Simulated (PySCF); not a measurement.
# Simulated characterisation data

Single conformer, equivalent nuclei averaged, non-relativistic, no solvent model. GFN2-xTB structure; NMR shieldings at PBE0/pcSseg-1/GIAO; PySCF 2.14.

Shifts are taken against calculated references (same method and geometry level): ¹H and ¹³C vs TMS. Splittings of carbon signals by F and P are missing where no couplings were computed. Where no couplings were computed, multiplicities follow the n + 1 count of equivalent neighbours, and m marks all less simple cases (inequivalent or close neighbours, rings, F or P nearby). Shifts are as computed. Against solution values, carbons near 30 ppm lie about +3 ppm off and those near 130 ppm about +5 ppm. Of 1309 compounds with measured shifts, 239 miss one by over three times the rms of a fit or turn the order of signals round; such compounds aren't used in these exercises. OH and NH positions are gas-phase values without hydrogen bonding to other molecules.

**1.** `C=C/C=C(/F)[Si@@H](C)P`, C₅H₁₀FPSi. ¹H NMR (400 MHz, computed): δ 6.90 (m, 1H), 6.82 (m, 1H), 5.55 (m, 1H), 5.47 (m, 1H), 5.11 (m, 1H), 1.38 (m, 2H), 0.44 (m, 3H). ¹³C{¹H} NMR (computed): δ 181.5 (C), 138.7 (CH), 135.8 (CH), 125.2 (CH2), -0.6 (CH3).

**2.** SMILES C[Si@@H]1C[C@H]1[SiH](O)O, C₃H₁₀O₂Si₂. ¹H NMR (400 MHz, computed): δ 4.69 (d, 1H), 3.07 (m, 1H), 1.73 (br s, 1H), 1.68 (br s, 1H), 0.47 (m, 1H), 0.26 (d, 3H), 0.06 (m, 1H), 0.04 (m, 1H). ¹³C{¹H} NMR (computed): δ -0.6 (CH), -6.6 (CH2), -7.5 (CH3).
